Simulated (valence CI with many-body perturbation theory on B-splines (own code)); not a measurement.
Results of a calculation; reference values are marked as such.
**Basis-set convergence for Nb XXXVI**

Method: configuration interaction combined with many-body perturbation theory (CI+MBPT): four valence electrons over a frozen Dirac-Fock core [He], radial functions for each j: 9 s, 9 p, 8 d, 6 f, 3 g, 1 h, with the one-electron correlation potential Σ1 (screened to all orders), the two-electron term Σ2, the three-electron term Σ3, Breit, model QED; selected single and double excitations, second order for the rest, scaled by the run's own slope (own B-spline code, finite nucleus).

No measured spectrum was set against this ion. As an estimate, large intervals hold to a few tenths of a per cent, small ones and those within an open d or f shell to about a per cent. Among the levels kept, up to 860 cm⁻¹ of a level comes from second order outside the variational space, and about a tenth of that is noise between levels of different J, which matters for small intervals.

The reference run has the lowest level (2s^2 2p1/2^2) J=0 and an ionisation energy of 4822.90 eV. Its largest variational space holds 25936 state functions.

Levels are named by their leading jj configuration (3d3/2^4 stands for four electrons in 3d with j = 3/2), which in mixed levels can hold well under half, so a name can repeat and another be missing. Letters in brackets count levels of one name in rising energy.

Changed runs:
A. basis 6 s, 6 p, 5 d, 3 f, 1 g
B. basis 5 s, 5 p, 4 d, 2 f

Excitation energies of the reference run in cm⁻¹, and shifts in cm⁻¹:

| Level | Reference | A | B |
| --- | --- | --- | --- |
| (2s^2 2p1/2 2p3/2) J=1 | 744429 | -45 | -176 |
| (2s^2 2p1/2 2p3/2) J=2 | 841262 | +62 | +125 |
| (2s^2 2p3/2^2) J=2 | 1653800 | +31 | +28 |
| (2s 2p1/2^2 2p3/2) J=2 | 1723290 | -150 | -485 |
| (2s^2 2p3/2^2) J=0 | 1880880 | +95 | +323 |
| (2s 2p1/2^2 2p3/2) J=1 | 2107240 | +70 | +264 |
| (2s 2p1/2 2p3/2^2) J=2 [a] | 2467890 | -80 | -260 |
| (2s 2p1/2 2p3/2^2) J=3 | 2653890 | +51 | +83 |
| (2s 2p1/2 2p3/2^2) J=0 | 2856150 | +40 | +201 |
| (2s 2p1/2 2p3/2^2) J=1 [a] | 2924600 | +50 | +187 |
| (2s 2p1/2 2p3/2^2) J=2 [b] | 3000190 | +143 | +433 |
| (2s 2p1/2 2p3/2^2) J=1 [b] | 3058050 | +122 | +430 |
| Ionisation energy (eV) | 4822.90 | -0.019 | -0.09 |
